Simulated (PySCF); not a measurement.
# Aluminium: a sound run and one with changed settings

Sound run: Al⁺ [Ne] 3s2, Al²⁺ [Ne] 3s1. All numbers are calculated (PySCF 2.14, the spin-free X2C one-electron Hamiltonian (Gaussian nucleus), in cc-pVTZ-DK). In the sound run the correlated levels freeze [Ne]. The sound run starts from symmetry-adapted Hartree-Fock orbitals and uses a fine grid where one is needed.

A second run was set up differently.

```
species   method  sound run (hartree)  changed run (hartree)  converged
    Al⁺      MP2           -242.13677             -242.19939        yes
    Al⁺  CCSD(T)           -242.14850             -242.21284        yes
   Al²⁺      MP2                  n/a             -241.52464        yes
   Al²⁺  CCSD(T)                  n/a             -241.52704        yes
```

Ionisation energy of Al⁺:

```csv
method,sound run (eV),changed run (eV)
UHF,17.549,17.549
MP2,18.303,18.361
SCS-MP2,18.453,18.497
CCSD,18.622,18.643
CCSD(T),18.622,18.661
```

Task: What was changed?
A. minimal basis
B. a valence shell is frozen
C. too few SCF iterations
D. all electrons correlated in a valence basis

Result: D. A valence basis has no tight correlating functions, so it recovers only part of the core correlation, and not evenly between atom and ion.
